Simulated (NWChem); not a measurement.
Everything below was run with NWChem. System: H3ISi, charge 0, spin multiplicity 1, at a geometry optimised with B3LYP/def2-SVP with def2 effective core potentials on I. The structure started from a generated list of species. Level: PBE0/def2-TZVPD with def2 effective core potentials on I.

NWChem printed:

```
             Northwest Computational Chemistry Package (NWChem) 7.3.0
             --------------------------------------------------------

                                NWChem Input Module
                                -------------------

 Scaling coordinates for geometry "geometry" by  1.889725989
 (inverse scale =  0.529177249)

 Turning off AUTOSYM since
 SYMMETRY directive was detected!

                             Geometry "geometry" -> ""
                             -------------------------

 Output coordinates in angstroms (scale by  1.889725989 to convert to a.u.)

  No.       Tag          Charge          X              Y              Z
 ---- ---------------- ---------- -------------- -------------- --------------
    1 Si                  14.0000     1.85257100     0.03831800     0.00000000
    2 I                   53.0000    -0.62095100    -0.01284300     0.00000000
    3 H                    1.0000     2.31024600     0.75283500     1.22091100
    4 H                    1.0000     2.31024600     0.75283500    -1.22091100
    5 H                    1.0000     2.35391300    -1.36141800     0.00000000

 Effective nuclear repulsion energy (a.u.)     200.0654352563

            Nuclear Dipole moment (a.u.)
            ----------------------------
        X                 Y               Z
 ---------------- ---------------- ----------------
    -0.0000075589     0.0000472431     0.0000000000

      Symmetry information
      --------------------

 Group name             Cs
 Group number              2
 Group order               2
 No. of unique centers     4

      Symmetry unique atoms

     1    2    3    5


 Summary of "ao basis" -> "" (spherical)
 ------------------------------------------------------------------------------
       Tag                 Description            Shells   Functions and Types
 ---------------- ------------------------------  ------  ---------------------
 *                         def2-tzvpd                 on all atoms

                                 NWChem DFT Module
                                 -----------------

 Summary of "ao basis" -> "ao basis" (spherical)
 ------------------------------------------------------------------------------
       Tag                 Description            Shells   Functions and Types
 ---------------- ------------------------------  ------  ---------------------
 Si                        def2-tzvpd               15       43   6s5p3d1f
 I                         def2-tzvpd               19       59   7s6p4d2f
 H                         def2-tzvpd                5        9   3s2p

 Summary of "ao basis" -> "ao basis" (spherical)
 ------------------------------------------------------------------------------
       Tag                 Description            Shells   Functions and Types
 ---------------- ------------------------------  ------  ---------------------
 Si                        def2-tzvpd               15       43   6s5p3d1f
 I                         def2-tzvpd               19       59   7s6p4d2f
 H                         def2-tzvpd                5        9   3s2p

      Symmetry analysis of basis
      --------------------------

        a'         84
        a"         45

            General Information
            -------------------
          SCF calculation type: DFT
          Wavefunction type:  closed shell.
          No. of atoms     :     5
          No. of electrons :    42
           Alpha electrons :    21
            Beta electrons :    21
          Charge           :     0
          Spin multiplicity:     1
          Use of symmetry is: on ; symmetry adaption is: on
          Maximum number of iterations: 100
          AO basis - number of functions:   129
                     number of shells:    49
          Convergence on energy requested:  1.00D-06
          Convergence on density requested:  1.00D-05
          Convergence on gradient requested:  5.00D-04

              XC Information
              --------------
                         PBE0 Method XC Functional
                     Hartree-Fock (Exact) Exchange  0.250
          PerdewBurkeErnzerhof Exchange Functional  0.750
            Perdew 1991 LDA Correlation Functional  1.000 local
[...]
     1 a'          2 a"

  Orbital symmetries:

     1 a'          2 a'          3 a'          4 a'          5 a"
     6 a'          7 a'          8 a"          9 a'         10 a'
    11 a'         12 a"         13 a'         14 a"         15 a'
    16 a'         17 a'         18 a"         19 a'         20 a'
    21 a"         22 a'         23 a'         24 a"         25 a'
    26 a'         27 a'         28 a"         29 a'         30 a'
    31 a"

------------------------------------------------------------
EAF file 0: "./mol.aoints.0" size=524288 bytes
------------------------------------------------------------
               write      read    awrite     aread      wait
               -----      ----    ------     -----      ----
     calls:        1         0         0         0         0
   data(b): 5.24e+05  0.00e+00  0.00e+00  0.00e+00
   time(s): 0.00e+00  0.00e+00  0.00e+00  0.00e+00  0.00e+00
rate(mb/s): 0.00e+00  0.00e+00
------------------------------------------------------------

   convergence    iter        energy       DeltaE   RMS-Dens  Diis-err    time
 ---------------- ----- ----------------- --------- --------- ---------  ------
 d= 0,ls=0.0,diis     1   -588.8933375035 -6.92D+02  6.24D-02  4.01D-01     6.3
 d= 0,ls=0.0,diis     2   -588.9007199693 -7.38D-03  3.69D-03  2.07D-01     7.1
 d= 0,ls=0.0,diis     3   -588.9222438618 -2.15D-02  1.09D-03  6.62D-02     7.8
 d= 0,ls=0.0,diis     4   -588.9285628043 -6.32D-03  2.42D-04  9.40D-04     8.6
 d= 0,ls=0.0,diis     5   -588.9287156701 -1.53D-04  3.18D-05  1.93D-05     9.4
  Resetting Diis
 d= 0,ls=0.0,diis     6   -588.9287167648 -1.09D-06  9.82D-06  1.85D-06    10.1
 d= 0,ls=0.0,diis     7   -588.9287169368 -1.72D-07  4.22D-06  9.80D-08    10.9

         Total DFT energy =     -588.928716936805
      One electron energy =    -1125.535252635342
           Coulomb energy =      478.132905597845
    Exchange-Corr. energy =      -44.137575528586
 Nuclear repulsion energy =      102.611205629277

 Numeric. integr. density =       42.000008126968

     Total iterative time =      9.1s

                  Occupations of the irreducible representations
                  ----------------------------------------------

                     irrep           alpha         beta
                     --------     --------     --------
                     a'               15.0         15.0
                     a"                6.0          6.0

                       DFT Final Molecular Orbital Analysis
                       ------------------------------------

 Vector   19  Occ=2.000000D+00  E=-3.540199D-01  Symmetry=a'
              MO Center=  1.7D-01,  3.5D-03,  4.7D-15, r^2= 3.3D+00
   Bfn.  Coefficient  Atom+Function         Bfn.  Coefficient  Atom+Function
  ----- ------------  ---------------      ----- ------------  ---------------
    60      0.431672  2 I  px                54     -0.375101  2 I  px
    57      0.293068  2 I  px                16     -0.283611  1 Si px
    48     -0.134951  2 I  s                 49     -0.120736  2 I  s
    63      0.106494  2 I  px                 7      0.103020  1 Si px
    46      0.095784  2 I  s                 13     -0.091830  1 Si px

 Vector   20  Occ=2.000000D+00  E=-2.838400D-01  Symmetry=a"
              MO Center= -3.8D-01,  2.4D-02,  2.1D-15, r^2= 2.6D+00
   Bfn.  Coefficient  Atom+Function         Bfn.  Coefficient  Atom+Function
  ----- ------------  ---------------      ----- ------------  ---------------
    62      0.543786  2 I  pz                56     -0.443752  2 I  pz
    59      0.351282  2 I  pz                65      0.250450  2 I  pz
   104     -0.072997  3 H  s                113      0.072997  4 H  s
    53     -0.056410  2 I  pz                30      0.052452  1 Si d  1
    18     -0.045436  1 Si pz               103     -0.043677  3 H  s

 Vector   21  Occ=2.000000D+00  E=-2.838396D-01  Symmetry=a'
              MO Center= -3.8D-01, -4.0D-02,  1.5D-15, r^2= 2.6D+00
   Bfn.  Coefficient  Atom+Function         Bfn.  Coefficient  Atom+Function
  ----- ------------  ---------------      ----- ------------  ---------------
    61      0.543674  2 I  py                55     -0.443658  2 I  py
    58      0.351206  2 I  py                64      0.250392  2 I  py
   122      0.084290  5 H  s                 52     -0.056398  2 I  py
    27     -0.053192  1 Si d -2             121      0.050434  5 H  s
   123      0.047215  5 H  s                 17     -0.045428  1 Si py

 Vector   22  Occ=0.000000D+00  E=-3.902697D-02  Symmetry=a'
              MO Center=  9.4D-01,  1.9D-02, -9.2D-14, r^2= 7.5D+00
   Bfn.  Coefficient  Atom+Function         Bfn.  Coefficient  Atom+Function
  ----- ------------  ---------------      ----- ------------  ---------------
     5      0.694692  1 Si s                 50      0.659233  2 I  s
     6     -0.620659  1 Si s                 16     -0.353449  1 Si px
     4      0.329018  1 Si s                 60     -0.321453  2 I  px
    48     -0.289114  2 I  s                 54      0.223420  2 I  px
   105     -0.197492  3 H  s                114     -0.197492  4 H  s

 Vector   23  Occ=0.000000D+00  E= 4.707031D-03  Symmetry=a'
              MO Center=  1.3D+00,  2.7D-02, -7.9D-14, r^2= 9.2D+00
   Bfn.  Coefficient  Atom+Function         Bfn.  Coefficient  Atom+Function
  ----- ------------  ---------------      ----- ------------  ---------------
     6      1.172339  1 Si s                 50      0.505895  2 I  s
   105     -0.344697  3 H  s                114     -0.344697  4 H  s
   123     -0.344680  5 H  s                  4     -0.309738  1 Si s
    19      0.308591  1 Si px                36     -0.259839  1 Si d  2
    48     -0.173969  2 I  s                  3      0.171673  1 Si s

 Vector   24  Occ=0.000000D+00  E= 2.080452D-02  Symmetry=a"
              MO Center=  1.5D+00, -2.6D-01, -2.5D-15, r^2= 5.8D+00
   Bfn.  Coefficient  Atom+Function         Bfn.  Coefficient  Atom+Function
  ----- ------------  ---------------      ----- ------------  ---------------
    33      0.518504  1 Si d -1              18     -0.288644  1 Si pz
    87      0.187756  2 I  d  1              28      0.183292  1 Si d -1
   104      0.147209  3 H  s                113     -0.147209  4 H  s
   109      0.120742  3 H  px               118     -0.120742  4 H  px
    62      0.104990  2 I  pz                82      0.104149  2 I  d  1

 center of mass
 --------------
 x =  -0.23864642 y =  -0.00493530 z =   0.00000000

 moments of inertia (a.u.)
 ------------------
          21.697289386522         -11.505543863983           0.000000000000
         -11.505543863983         577.713366340910           0.000000000000
           0.000000000000           0.000000000000         577.951590330240

     Multipole analysis of the density
     ---------------------------------

     L   x y z        total         alpha         beta         nuclear
     -   - - -        -----         -----         ----         -------
     0   0 0 0      0.000000    -21.000000    -21.000000     42.000000

     1   1 0 0      0.487300    -16.184327    -16.184327     32.855955
     1   0 1 0      0.010064     -0.334768     -0.334768      0.679600
     1   0 0 1     -0.000000     -0.000000     -0.000000      0.000000

     2   2 0 0    -28.435092   -146.174003   -146.174003    263.912914
     2   1 1 0      0.067380     -2.585678     -2.585678      5.238736
     2   1 0 1      0.000000      0.000000      0.000000      0.000000
     2   0 2 0    -31.690892    -21.222861    -21.222861     10.754829
     2   0 1 1      0.000000      0.000000      0.000000      0.000000
     2   0 0 2    -31.692311    -21.169268    -21.169268     10.646226

 Task  times  cpu:       10.9s     wall:       10.9s

 Total times  cpu:       11.0s     wall:       11.0s
```

### Question
Write an NWChem input that would produce this output.

### Answer
This is not unique; one that fits is 
```
start mol
memory heap 200 mb stack 900 mb global 1100 mb
geometry units angstroms nocenter noautoz
  Si     1.852571     0.038318     0.000000
  I     -0.620951    -0.012843     0.000000
  H      2.310246     0.752835     1.220911
  H      2.310246     0.752835    -1.220911
  H      2.353913    -1.361418     0.000000
  symmetry group Cs
end
basis spherical
  * library def2-tzvpd
end
ecp
  I library def2-ecp
end
dft
  xc pbe0
  semidirect memsize 60000000 filesize 0
  iterations 100
end
task dft energy
```
